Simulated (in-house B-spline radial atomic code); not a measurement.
S+: [Ne] 3s2 3p3

Method: non-relativistic CAM-B3LYP, spin-polarised, spherical fractional occupations, point nucleus. Calculated with a B-spline radial code for spherical atoms.

Effective charges: Z_r = [3n² - l(l+1)]/(2<r>) from the radius, Z_e = n√(-2ε) from the energy, and Slater's rules. Values are occupation-weighted means over spin.

| shell | electrons | ε (eV) | <r> (bohr) | Z_r | Z_e | Slater |
| --- | --- | --- | --- | --- | --- | --- |
| 1s | 2 | -2432.9 | 0.09727 | 15.42 | 13.37 | 15.70 |
| 2s | 2 | -230.8 | 0.4803 | 12.49 | 8.24 | 11.85 |
| 2p | 6 | -175.3 | 0.4426 | 11.30 | 7.18 | 11.85 |
| 3s | 2 | -30.604 | 1.65 | 8.18 | 4.50 | 5.80 |
| 3p | 3 | -20.762 | 1.87 | 6.69 | 3.71 | 5.80 |

The least bound orbital is 3p up at -20.76 eV, and it is also the most diffuse (<r> = 1.87 bohr).
